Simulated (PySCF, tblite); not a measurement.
C₅H₁₀F₂OSi.
SMILES with atom numbers: `[CH3:1]/[C:2](=[CH:3]\[CH2:4][F:5])[O:6][SiH2:7][CH2:8][F:9]` (hydrogens: H10, H11, H12 on C1; H13 on C3; H14, H15 on C4; H16, H17 on Si7; H18, H19 on C8)

Structure used (GFN2-xTB), in Å, numbered top down from 1:
```xyz
19
C5H10F2OSi angstrom
C      1.2267   -1.2938   -0.0613
C      0.6789    0.0926    0.0106
C      1.4021    1.2123    0.0353
C      2.8969    1.2646    0.0050
F      3.4580    0.5466    1.0452
O     -0.6707    0.2085    0.0439
Si    -1.8923   -0.8514    0.1883
C     -3.3895    0.3286    0.1149
F     -4.5582   -0.4006    0.2131
H      0.8627   -1.7825   -0.9638
H      2.3103   -1.2934   -0.0590
H      0.8735   -1.8654    0.7949
H      0.8856    2.1566    0.1052
H      3.3084    0.8300   -0.9145
H      3.2529    2.2917    0.1180
H     -1.8560   -1.5618    1.4679
H     -1.9375   -1.8033   -0.9240
H     -3.4081    1.0471    0.9382
H     -3.4532    0.8827   -0.8252
```

Jobs on this species (19 atoms, 80 electrons) with PySCF (density fitting) and tblite. Hardware of each: an Arm Neoverse V2 with one thread, no GPU, on a shared host. Times come from a shared host and carry two figures at best.

Question: Rank these jobs by wall time, shortest first.
A. PBE0/pcSseg-1; shieldings, charges and field gradients; 210 basis functions
B. GFN2-xTB; L-BFGS relaxation
C. GFN2-xTB; Hessian by finite differences

Answer: C (0.62 s), B (1.6 s), A (31 s).

All jobs:

| level and settings | work | basis functions | SCF cycles | wall time |
| --- | --- | --- | --- | --- |
| GFN2-xTB | Hessian by finite differences | – | – | 0.62 s |
| GFN2-xTB | L-BFGS relaxation | – | – | 1.6 s |
| PBE0/pcSseg-1 | shieldings, charges and field gradients | 210 | 14 | 31 s |

Q: What do all jobs in the table cost together?

A: About 33 s; the longest takes about 93 % of that, and about 50 times as long as the shortest.
